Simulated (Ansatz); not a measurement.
## BFH3Si2−: where a starting geometry ends

The starting geometry of this gas-phase singlet was built from a drawn formula by distance geometry and a force field; its bonds are those of `[BH2-]=[Si]=[SiH]F`.

```xyz
7

B     0.6433   -1.5598    0.7018
F    -0.3593    2.0843   -2.3365
Si    0.0338   -0.6491   -0.6757
Si   -0.6697    0.4495   -2.2584
H     1.6820   -2.0346    0.6745
H    -0.0461   -1.6156    1.6942
H    -1.4563   -0.2141   -3.2880
```

Question: Predict what it relaxes into with r2SCAN-D4/def2-SVPD.

Answer: New bonds form, giving a structure with H5 bridging B1 and Si4, given below by its coordinates. Distances that change by over a tenth: B1–Si3 (1.76 → 1.94 Å), B1–H5 (1.14 → 1.31 Å). Contacts that close: B1–Si4 (3.81 → 2.03 Å), Si4–H5 (4.51 → 1.74 Å).

The energy falls by 1.59 eV over 33 steps:

```tsv
step	E − E(last) (eV)
1	1.594
5	1.067
8	0.880
12	0.713
15	0.659
19	0.603
22	0.520
26	0.183
29	0.007
33	0.000
```

Final geometry (Å):

```xyz
7

B     0.0443   -1.1835    0.1323
F     1.1237    0.6090   -2.2881
Si   -0.3530   -2.4316   -1.3042
Si   -0.1970   -0.2459   -1.6497
H     0.0439    0.1210    0.0381
H     0.3421   -1.3145    1.3022
H    -1.1763    0.9060   -1.7187
```

The end wasn't checked by frequencies. Run with Ansatz 0.2.0, 47 s on 2 threads of Intel(R) Xeon(R) 6975P-C (Granite Rapids), with other jobs on the host.
